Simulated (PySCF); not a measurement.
**Ni: ionisation energy**

Ni [Ar] 3d8 4s2 (3F) → Ni+ [Ar] 3d9 (2D), as a difference of total energies. All numbers are calculated (PySCF 2.14, no relativity, point nucleus, in 6-31G*). Correlated levels: valence: [Ar] frozen. The calculations carry no spin-orbit coupling.

| method | ionisation energy (eV) |
| --- | --- |
| UHF | 9.263 |
| MN15 | 7.949 |
| MP2 (valence) | 8.471 |
| SCS-MP2 (valence) | 8.670 |

**Question.** How much does correlation contribute at MP2 (valence)?

**Answer.** 8.471 − (9.263) = -0.792 eV, measured against UHF.

These non-relativistic numbers lack the scalar-relativistic shift.

The reference lies between the lowest fine-structure levels, while these numbers refer to the centres of the terms.

Errors of the correlated levels include the incompleteness of this basis and the frozen core.

For comparison: 7.640 eV (measured; NIST Atomic Spectra Database, ionization energies).
